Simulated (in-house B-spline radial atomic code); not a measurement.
## Functionals against successive ionisation energies: Ca to Ca⁴⁺

Ionisation energies as differences of self-consistent total energies from an all-electron radial atomic-structure program (B-spline basis): all electrons, radial basis limit, scalar-relativistic (one-electron X2C), spin-polarised at highest spin, spherical densities; exact exchange is averaged over the determinants of each configuration. No spin-orbit coupling, Breit or QED terms. NIST's values run from ground level to ground level, so in open shells the differences also hold multiplet and fine-structure energies that spherical high-spin averages miss. Columns give computed minus NIST, in eV; a star marks a semi-empirical value. Species are left out where the tabulated value is theory, is uncertain by more than 0.12 eV, or (13 ions, such as In⁴⁺, Te⁴⁺ and Bi⁴⁺) lies off its series for all methods alike, which flatters the means a little.

| species | shell | NIST (eV) | LDA VWN5 | BP86 | LC-wPBE | AM05 |
| --- | --- | --- | --- | --- | --- | --- |
| Ca | 4s | 6.11 | +0.12 | +0.09 | -0.26 | -0.14 |
| Ca⁺ | 4s | 11.87 | +0.29 | +0.18 | -0.15 | +0.05 |
| Ca²⁺ | 3p | 50.91 | +0.09 | +0.08 | +0.11 | -0.09 |
| Ca³⁺ | 3p | 67.27* | +0.10 | +0.05 | +0.09 | -0.13 |
| Ca⁴⁺ | 3p | 84.34 ± 0.08* | +0.10 | -0.05 | -0.02 | -0.29 |

Q: How do the methods rank, and which species is hardest?

A: Mean absolute (signed) differences: BP86 0.09 (+0.07) eV; LC-wPBE 0.12 (-0.04) eV; AM05 0.14 (-0.12) eV; LDA VWN5 0.14 (+0.14) eV. For Ca, which loses a 4s electron, the nearest method is off by +0.09 eV, the largest such miss.
